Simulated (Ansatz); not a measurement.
C2H5NOSe (`N=COC[SeH]`). Charge 0, multiplicity 1. The geometry is a stationary point of PBE0-D4/def2-TZVP. It is one conformer, not always the lowest.

```xyz
10

N     0.781   -1.414   -1.400
C     1.054   -1.142   -0.203
O     0.459   -0.287    0.657
C    -0.645    0.439    0.164
Se   -1.397    1.552    1.557
H    -0.018   -0.901   -1.765
H     1.888   -1.626    0.302
H    -0.354    1.066   -0.680
H    -1.452   -0.232   -0.144
H    -0.316    2.544    1.513
```

Question: What is the dipole moment at PBE/def2-TZVPP? (An estimate is asked.)

Answer: The calculation gave: 1.63 D, with components (-0.72, 1.44, 0.25) D in this frame, pointing from negative to positive charge.

Question: And with r2SCAN, B3LYP, ωB97M-V? (Estimate.)

Answer: Computed: r2SCAN 1.61 D, B3LYP 1.64 D, ωB97M-V 1.65 D.

Question: Give the Mulliken charges with PBE, ωB97M-V, r2SCAN in def2-TZVPP. (Estimate.)

Answer: Computed: 
```json
{"atom": "N1", "PBE": "-0.26", "ωB97M-V": "-0.28", "r2SCAN": "-0.34"}
{"atom": "C2", "PBE": "0.05", "ωB97M-V": "0.13", "r2SCAN": "0.18"}
{"atom": "O3", "PBE": "-0.16", "ωB97M-V": "-0.22", "r2SCAN": "-0.23"}
{"atom": "C4", "PBE": "-0.15", "ωB97M-V": "-0.23", "r2SCAN": "-0.05"}
{"atom": "Se5", "PBE": "-0.04", "ωB97M-V": "-0.03", "r2SCAN": "-0.05"}
{"atom": "H6", "PBE": "0.13", "ωB97M-V": "0.11", "r2SCAN": "0.14"}
{"atom": "H7", "PBE": "0.11", "ωB97M-V": "0.13", "r2SCAN": "0.09"}
{"atom": "H8", "PBE": "0.14", "ωB97M-V": "0.17", "r2SCAN": "0.11"}
{"atom": "H9", "PBE": "0.13", "ωB97M-V": "0.16", "r2SCAN": "0.10"}
{"atom": "H10", "PBE": "0.05", "ωB97M-V": "0.07", "r2SCAN": "0.05"}
```

B3LYP here is the variant with VWN-RPA as its local correlation; programs differ in this.
